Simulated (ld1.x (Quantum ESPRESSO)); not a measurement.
**vanadium, TM: configuration errors across variants**

| Item | Value |
| --- | --- |
| Element | V |
| Generator | ld1.x (Quantum ESPRESSO) 7.5 |
| Type | norm-conserving Troullier–Martins (Kleinman–Bylander form) |
| Functional | PBE |
| Relativity | non-relativistic |
| Frozen core | [Ne] 3s2 |
| Valence charge | 11 |
| Reference configuration | 3p6 3d2 4s0 4p0 (charge +3) |
| Partial waves | 3p (bound): rc 1.15 bohr; 3d (bound): rc 1.75 bohr; 4s (bound, empty): rc 1.70 bohr |
| Local potential | the s channel |
| Core correction | Bessel-smoothed model core inside 0.85 bohr |

All-electron excitation energies from the reference (eV): (1) 3p6 3d3 4s2 4p0 -50.899; (2) 3p6 3d3 4s1 4p0 -43.241; (3) 3p6 3d3 4s0 4p0 -29.068; (4) 3p6 3d2 4s2 4p0 -39.698; (5) 3p6 3d1 4s0 4p0 46.107; (6) 3p6 3d3 4s0 4p1 -39.232; (7) 3p6 3d2 4s2 4p1 -44.913.

4 further variants failed, have other tests or another functional or relativity, and are left out.

A true bound ghost makes a file unfit for plane-wave use even where its test errors are small: the radial tests pick states by their node count and pass the ghost by.

Errors AE − PS in meV (a dash: test not solved or not reliable):

| change | (1) | (2) | (3) | (4) | (5) | (6) | (7) | bound ghosts |
| --- | --- | --- | --- | --- | --- | --- | --- | --- |
| base | +68 | -72 | -209 | +80 | -148 | -877 | -519 | none |
| local potential the p channel | -173 | -84 | -3.5 | -44 | +55 | +0.9 | -36 | s |
| core correction Bessel-smoothed model core inside 1.36 bohr | +68 | -72 | -209 | +80 | -148 | -877 | -519 | none |
| wave 3p (bound): rc 1.15 bohr becomes 3p (bound): rc 1.16 bohr | +68 | -72 | -209 | +80 | -148 | -877 | -519 | none |

Problem. Give the same row for: all radii but the core radius scaled by about 1.39 (s 2.36, p 1.60, d 2.44 bohr).

Solution. +60, +41, +24, -2.8, +314, -887, -790; bound ghosts: none.
